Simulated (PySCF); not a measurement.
Compound: 2-chlorobenzaldehyde, C7H5ClO.
Z-matrix (Å and degrees, GFN2-xTB geometry), rows numbered from 1:
```
O 
C   1  1.2043
C   2  1.4713  1  124.37
C   3  1.3975  2  118.62  1     0.17
C   4  1.3790  3  121.14  2   179.92
C   5  1.3874  4  119.59  3     0.03
C   6  1.3842  5  120.38  4    -0.00
C   7  1.3861  6  119.90  5    -0.02
Cl  8  1.7261  3  121.15  2     0.06
H   2  1.1041  1  121.13  3   180.00
H   4  1.0801  3  117.43  2    -0.06
H   5  1.0790  4  120.23  3  -179.95
H   6  1.0795  5  120.18  4   179.98
H   7  1.0788  6  120.55  5  -180.00
```

PySCF, density fitting, gas phase, GFN2-xTB geometry. The standard run uses grid level 2 after a coarse-grid start, the def2-universal JK fitting basis (with tight functions added where the orbital basis needs them), an energy threshold of 1e-9 Eh and DIIS. The changed runs have no coarse-grid stage.

Standard PBE0/pcSseg-1: E = -804.559064 Eh, HOMO -7.641 eV, LUMO -2.166 eV, dipole 3.387 D, 14 cycles (coarse-grid cycles included). What changes at PBE0/pcSseg-1 with: energy threshold 1e-11 Eh?

E = -804.559064 Eh (0.000 mEh), HOMO -7.641 eV (0.000), LUMO -2.166 eV (0.000), dipole 3.387 D (0.000), 13 SCF cycles. The result matches the standard run within 0.02 mEh and 0.003 eV; such settings steer the iterations and don't enter the energy expression.

The cycles:
```
cycle   1  E = -804.4266697779  dE =  1.753e+00  |g| = 7.960e-01  |ddm| = 3.971e+00
cycle   2  E = -803.9500944605  dE =  4.766e-01  |g| = 1.722e+00  |ddm| = 3.553e+00
cycle   3  E = -804.5550443014  dE = -6.049e-01  |g| = 1.235e-01  |ddm| = 2.855e+00
cycle   4  E = -804.5579980108  dE = -2.954e-03  |g| = 6.635e-02  |ddm| = 2.160e-01
cycle   5  E = -804.5590014038  dE = -1.003e-03  |g| = 1.613e-02  |ddm| = 9.160e-02
cycle   6  E = -804.5590582575  dE = -5.685e-05  |g| = 4.835e-03  |ddm| = 2.195e-02
cycle   7  E = -804.5590624529  dE = -4.195e-06  |g| = 2.437e-03  |ddm| = 6.407e-03
cycle   8  E = -804.5590640271  dE = -1.574e-06  |g| = 4.913e-04  |ddm| = 3.209e-03
cycle   9  E = -804.5590640780  dE = -5.093e-08  |g| = 1.490e-04  |ddm| = 1.172e-03
cycle  10  E = -804.5590640830  dE = -4.985e-09  |g| = 4.197e-05  |ddm| = 1.703e-04
cycle  11  E = -804.5590640834  dE = -4.241e-10  |g| = 1.117e-05  |ddm| = 5.406e-05
cycle  12  E = -804.5590640834  dE = -2.751e-11  |g| = 4.127e-06  |ddm| = 1.568e-05
cycle  13  E = -804.5590640834  dE = -1.819e-12  |g| = 1.903e-06  |ddm| = 5.580e-06
```
